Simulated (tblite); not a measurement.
Start geometry of `S=C=C(CF)[C]=C` [radical] from a force field or distance geometry (Å):
```
atom  x, y, z in Å
C1     1.937   -0.229    0.449
C2     0.998    0.509    1.054
C3    -0.326    0.463    0.486
C4    -0.871    1.602    0.105
S5    -1.538    2.995   -0.362
C6    -1.113   -0.789    0.292
F7    -0.415   -1.645   -0.537
H8     2.956   -0.251    0.819
H9     1.728   -0.824   -0.429
H10   -2.103   -0.549   -0.116
H11   -1.247   -1.280    1.292
```

Problem. What comes out of this run: GFN2-xTB geometry optimisation, gas phase (tblite)?

Solution. 
```
atom  x, y, z in Å
C1     2.1662   -0.0307    0.4058
C2     0.8845    0.0967    0.4705
C3    -0.4350    0.2711    0.2918
C4    -0.8792    1.4859   -0.1620
S5    -0.9421    3.0486   -0.1655
C6    -1.3979   -0.8912    0.4015
F7    -1.1729   -1.8135   -0.5932
H8     2.7798   -0.0607    1.2940
H9     2.6943   -0.1359   -0.5334
H10   -2.4320   -0.5512    0.2919
H11   -1.2601   -1.4166    1.3525
```

The energy falls by 85.7 kJ/mol over 82 L-BFGS steps, the largest force on an atom goes from 3.09 to 0.008 eV/Å, and the atoms move by 0.595 Å rms after alignment. The bond that changes most is C2–C3 (ends: carbon bonded to 2 C; carbon bonded to 3 C), which shortens by 0.099 Å. Bonds longer at the end by more than 0.005 Å: 2 of 10; shorter: 5. Among the angles that change most is C1–C2–C3, from 116.6° to 169.3°. Among the dihedrals that turn most is C4–C3–C6–H11, from -122° to -135°. Rotational constants go from 3746, 1255, 1008 to 2875, 1365, 974.9 MHz. The orientation of the end geometry is arbitrary; only internal coordinates are fixed.

Its GFN2-xTB frequencies are all real (lowest 21 cm⁻¹). 3 starts were optimised and ended at 0.00, 0.05 and 0.14 kcal/mol (GFN2-xTB); the lowest of these is shown.

One conformer stands for the species.

The numbers are calculated, not measured.
